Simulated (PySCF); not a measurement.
A calculated (PBE, PySCF 2.14, x2c-TZVPPall with one added diffuse shell each of s, p, d type, scalar relativity by spin-free X2C-1e) atom or ion has these occupied shells.

| shell | electrons | orbital energy (eV) | rms radius, mean of both spins (bohr) |
| --- | --- | --- | --- |
| 1s α | 1 | -2751.3 | 0.105 |
| 1s β | 1 | -2751.1 | 0.105 |
| 2s α | 1 | -254.07 | 0.484 |
| 2s β | 1 | -253.79 | 0.484 |
| 2p α | 3 | -193.01 | 0.454 |
| 2p β | 3 | -192.72 | 0.454 |
| 3s α | 1 | -21.952 | 1.64 |
| 3p α | 3 | -9.632 | 2.00 |
| 3p β | 3 | -8.638 | 2.00 |

Problem. Name the element and its charge.

Solution. Cl (chlorine, neutral), in [Ne] 3s1 3p6, 2S determinant (an excited configuration).
